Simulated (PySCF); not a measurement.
Calculation: PBE-D3(BJ)/def2-TZVP // B3LYP-D3(BJ)/def2-TZVP (PySCF). Gas-phase values, no solvent. One relaxed conformer stands for a flexible species; it need not be the lowest. 

Reference species (SMILES): `[SH][Al]([I])[I]` (H–S–Al–I torsion 180°) (neutral, multiplicity 1).

The HOMO comes out as -6.75 eV and the HOMO–LUMO gap is 4.38 eV.

Changed species: `[SH][Al]([SH])[I]` (H–S–Al–I torsion 0°, I–Al–S–H torsion 0°) (2 of 3 I replaced by SH; the reference has 1 of 3 I replaced by SH).

### Question
Give the shifts of the HOMO and HOMO–LUMO gap.

### Answer
the HOMO increases by 0.11 eV, to -6.64 eV; the HOMO–LUMO gap goes up by 0.23 eV, to 4.61 eV.
